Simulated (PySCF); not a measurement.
Vibration and rotation of KRb

RHF-CCSD(T) constants of KRb, ¹Σ⁺ (singlet), closed shell (K def2-SVPD, Rb def2-SVPD with ECP28; scalar-relativistic core potentials (PySCF 2.14); masses 38.9637 and 84.9118 u):

- ωe: 70.4 cm⁻¹
- ωexe: 0.23 cm⁻¹
- Be: 0.036385 cm⁻¹
- αe: 0.000144 cm⁻¹
- D (centrifugal): 3.89e-08 cm⁻¹
- De to K + Rb: 0.459 eV

Estimate the standard entropy (1 bar) and heat capacity of the ideal gas at 298.15 K, rigid rotor with B0 and harmonic oscillator at the fundamental.

Translation (Sackur–Tetrode, M = 123.88 u): 169.0 J/(mol K). Rotation: q = kT/(σB0) = 5710 with σ = 1, 80.2. Vibration: x = hcν0/kT = 0.338, 17.38. S° = 266.6 J/(mol K); Cp = 7R/2 + 8.24 = 37.3 J/(mol K).

Correlated steps freeze 5 core orbitals. Correlated levels converge slowly with the basis: in double zeta they bind strong bonds too weakly, by up to about 1 eV, and carry superposition errors of some tenths. Where the molecule has an RHF reference, its open-shell atoms are computed with UHF.
